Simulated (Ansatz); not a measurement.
A series at Si: from `[SiH3][SiH2][GeH2][SiH3]`, ligands are replaced one by one, each step taking up H₂ and setting free SiH₄; n counts the steps. Ansatz, PBE0-D4/def2-TZVP geometries. Each molecule was computed in one conformer, which needn't be the lowest.

CBS adds triple-zeta CCSD(T) − MP2 to the MP2 limit, frozen cores; atoms without spin–orbit coupling. Outer-core shells of Ge are correlated without core-valence functions. Scalar relativity is left out up to krypton. Spin–orbit coupling is left out.

```
n                    molecule  atomization energy, CCSD(T)/CBS (kJ/mol)
0  `[SiH3][SiH2][GeH2][SiH3]`                                    3948.2
1        `[SiH3][GeH2][SiH3]`                                         ?
2              `[SiH3][GeH3]`                                    2151.3
3                        GeH₄                                    1251.4
```

Task: By hand: fit a straight line y = ȳ + b (n − n̄) to the 3 given rows and predict n = 1.

Result: n̄ = 1.667, ȳ = 2450.30; Σ(n − n̄)(y − ȳ) = -4194.70, Σ(n − n̄)² = 4.667, so b = -898.80 kJ/mol a step. Prediction: 2450.30 + (-898.80) × (-0.667) = 3049.8 kJ/mol.

Task: By hand: compare with the computed value, 3056.8 kJ/mol, and give the steps along the whole series.

Result: The line misses by 7.0 kJ/mol (computed minus predicted). Steps: -891.4, -905.5, -899.9 kJ/mol.

The steps differ by up to 14.1 kJ/mol, small against a whole step but well beyond the method's doubt, so the ligands' effects don't simply add. The miss is 0.3 % of the series' range. The energies themselves are unsure by some kJ/mol a bond, though much of that is common to the series.
